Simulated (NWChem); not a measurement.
GaBr₂ cation; SMILES [Br][Ga+][Br]

```xyz
3

Ga     0.0000     0.0000     0.0000
Br     0.0000     0.0000     2.1761
Br     0.0000     0.0000    -2.1761
```
Atoms are numbered in this order, from 1.

Computed with NWChem. Structure relaxed at the PBE0/def2-SVP level. GIAO values for the isolated, static molecule; σ is the absolute isotropic shielding. Spin-orbit effects, on the heavy nuclei and on their neighbours, are missing.

### Question
What does the run give for PBE/pcSseg-1? Quantities: σ Ga1 (ppm); σ Br2 (ppm).

### Answer
```json
{
  "σ Ga1 (ppm)": "1485.4",
  "σ Br2 (ppm)": "2006.8"
}
```
